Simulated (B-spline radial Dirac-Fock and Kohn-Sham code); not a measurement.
# Binding energies of Yb³⁺ at several levels of theory

System: Yb³⁺ in the configuration 1s2 2s2 2p6 3s2 3p6 3d10 4s2 4p6 4d10 4f12 5s2 5p6 5d1 (an excited configuration).

The density-functional columns are spherical, spin-unpolarised Dirac-Kohn-Sham results without Breit or QED terms: −ε is minus the orbital energy of the initial state and ΔSCF the difference of two total energies. The reference in the last column comes from relaxed Dirac-Fock hole states (ΔSCF) with Breit and QED corrections and a finite nucleus. All numbers are from an atomic code on a B-spline grid, in eV; a selection of levels is shown. The Kohn-Sham columns are given as differences from the reference. For the 1s level of heavy atoms much of the gap between ΔSCF and the reference is the Breit and QED part, -290.1 eV here; for other levels the error of the functional can be larger.

```
level  LDA −ε − DF  LDA ΔSCF − DF  Dirac-Fock
   1s       -236.4         +278.2     61374.3
   2s       -152.7          -58.9     10542.0
2p1/2       -109.3          +10.8     10025.6
2p3/2       -120.0          -14.8      8990.6
   3s        -77.1          -49.7      2452.7
3p1/2        -60.7          -31.4      2226.7
3p3/2        -59.8          -32.9      2004.0
3d3/2        -38.8           -6.6      1624.4
3d5/2        -39.7           -8.4      1576.8
   4s        -39.5          -26.5       540.8
4p1/2        -32.1          -19.3       448.6
4p3/2        -32.3          -19.9       398.1
4d3/2        -20.2           -8.0       245.8
4d5/2        -20.3           -8.2       236.5
   4f         -6.6           +4.2       50.51
   5s        -10.7           -2.5       101.0
5p1/2         -6.0           +1.7       72.03
5p3/2         -6.0           +1.3       64.91
   5d         -4.5           +1.1       31.78
```

Values without a named source are computed, but for edge energies of neutral atoms, which are taken from tables.
